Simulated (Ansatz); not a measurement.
System: H$_{4}$BSiO, charge 0, doublet. H4BSiO (SMILES BO[SiH2], doublet).
B3LYP-D3(BJ)/def2-TZVP minimum from Ansatz (a first-principles code):
```
O
B 1 1.3527
H 2 1.1938 1 118.00
H 2 1.1989 3 122.01 1 -179.86
Si 1 1.6638 2 133.44 3 177.26
H 5 1.4840 1 106.90 2 144.67
H 5 1.4891 6 111.50 1 120.11
```
Charge 0, spin multiplicity 2.

Quantity: atomisation energy (electronic, to ground-state atoms), in kJ/mol. Open shells are spin-unrestricted; no spin-orbit coupling. CBS(X,Y): correlation extrapolated as X^-3, Hartree-Fock from the larger set. A bracket is a step between two methods taken in the basis named. The functionals are non-relativistic, so their misses hold any scalar relativity. Double hybrids freeze cores in their MP2 part. 'core' is core correlation in cc-pwCVTZ (1s frozen past Ne), 'X2C' scalar relativity in cc-pVTZ-DK, both at CCSD(T). For partners of very few electrons the exact lower level stands in for a higher one.

CCSD(T)/CBS(cc-pV(T+d)Z,cc-pV(Q+d)Z) + [CCSDT(Q) - CCSD(T)]/cc-pV(D+d)Z + core + X2C (Ansatz) gives 2372.4 kJ/mol.

### Question
What does PBE/def2-TZVPD (Ansatz) give here, and how do the other levels compare?

### Answer
PBE gives 2371.2 kJ/mol, 1.2 kJ/mol below it. Differences of the others: r2SCAN/def2-TZVPD (Ansatz) 14.7; PBE0/def2-TZVPD (Ansatz) -27.9; wB97M-V/def2-TZVPD (Ansatz) 1.2; B2PLYP/def2-TZVPD (Ansatz) -22.2; CCSD(T)/CBS(cc-pV(T+d)Z,cc-pV(Q+d)Z) + core + X2C (Ansatz) -1.8 kJ/mol. Nearer than PBE: none.
